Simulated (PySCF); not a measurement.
GeH₄O₄, SMILES [OH][Ge]([OH])([OH])[OH].

Geometry: PBE0-D3(BJ)/def2-SVP. The isomer is the one that the SMILES or the coordinates give; other isomers of the formula were not compared. One conformer was computed; it need not be the lowest.

Level of theory: B3LYP/def2-TZVP (PySCF).

Gas-phase values at a fixed geometry.

### Question
Estimate the frontier levels, gap, dipole moment and polarisability. (An estimate is asked for; the answer gives what the named calculation found.)

### Answer

| Quantity | Value |
|---|---|
| highest occupied level | -8.93 eV |
| lowest empty level | -0.69 eV |
| orbital gap | 8.24 eV |
| dipole moment | 0.00 D |
| quadrupole, principal values (traceless, Buckingham form, about the centre of nuclear charge) | -2.52, 1.26, 1.26 D·Å |
| mean static polarisability | 39.9 bohr³ (5.91 Å³) |
| polarisability, principal values | 37.3, 41.2, 41.2 bohr³ |
